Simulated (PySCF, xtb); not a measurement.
Ge(H)2(Me)(NH2) (CH7GeN), SMILES [CH3][GeH2][NH2].

GFN2-xTB in xtb 6.7.1 at its own geometry gives an orbital gap of 7.79 eV and a dipole moment of 2.11 D.

Geometry: PBE0-D3(BJ)/def2-SVP. This is a generated structure with no PubChem entry under its InChIKey; it may be hypothetical. Other conformers were not sampled.

Q: What does CAM-B3LYP/def2-TZVPD in PySCF give? (An estimate is asked for; the answer gives what the named calculation found.)

A: gap 9.30 eV (levels -8.55 and 0.75 eV), dipole 1.60 D.
